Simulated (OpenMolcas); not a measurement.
Computed levels of 5s2 5p3 in ions with 51 electrons, in cm-1 above 4S* 3/2.

| Item | Value |
| --- | --- |
| Program | OpenMolcas |
| Method | CASSCF |
| Basis | ANO-RCC-VTZP |
| Scalar Hamiltonian | DKH2, point nucleus |
| Spin-orbit coupling | state interaction with AMFI integrals over the reference wave functions, term energies averaged over their components |

Active space for each ion: 3 electrons in 3 orbitals (5p).

```tsv
Level	Te+	Xe3+
2D* 3/2	14484	17505
2D* 5/2	16167	21226
2P* 1/2	26350	33964
2P* 3/2	28746	39675
```

Question: Estimate 2D* 3/2, 2D* 5/2 for I2+ from its neighbours Te+ and Xe3+.

Answer: 2D* 3/2 is another term, which grows about linearly with the charge: (14484 + 17505) / 2 = 15994. The calculation gives 15987, so the estimate is off by 0 %.
2D* 5/2 is another term, which grows about linearly with the charge: (16167 + 21226) / 2 = 18696. The calculation gives 18642, so the estimate is off by +0.3 %.

With the s shell closed, the reference lacks s² → p² mixing. Levels of configurations outside the active space are missing.

* marks odd parity.
